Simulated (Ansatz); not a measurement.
Basis sets compared for the cluster Zn2Br3. Charge 0, multiplicity 2. Geometry PBE-D4/def2-SVP. Ansatz on 4 threads of Arm Neoverse V1 on a shared host; times are rough, and most runs start from earlier orbitals.

```xyz
5

Zn   -0.200    0.983   -0.137
Zn    0.306   -1.565    0.243
Br   -2.163   -0.374    0.109
Br    0.987    0.423   -2.061
Br    1.070    0.532    1.845
```

Another isomer (doublet) lies 0.65 eV lower at PBE0-D4/def2-TZVP; other spin states weren't run for this one.

Binding counts from free atoms (Zn singlet, Br doublet) in the same basis, without a counterpoise term.

```
           level  functions  energy (Eh)  HOMO (eV)  LUMO (eV)  binding per atom (eV)  wall time
 PBE-D4/def2-SVP        158  -11278.2598      -5.17      -4.31                   1.80      4.5 s
PBE0-D4/def2-SVP        158  -11278.5874      -6.11      -3.46                   1.78        9 s
```

(1) Estimate the rows for PBE-D4/def2-TZVP (with forces), PBE0-D4/def2-TZVP.

Answers

(1) 
```csv
level,functions,energy (Eh),HOMO (eV),LUMO (eV),binding per atom (eV),wall time
PBE-D4/def2-TZVP (with forces),240,-11279.7251,-5.49,-4.62,1.65,9.5 s
PBE0-D4/def2-TZVP,240,-11280.0326,-6.36,-3.69,1.68,19 s
```
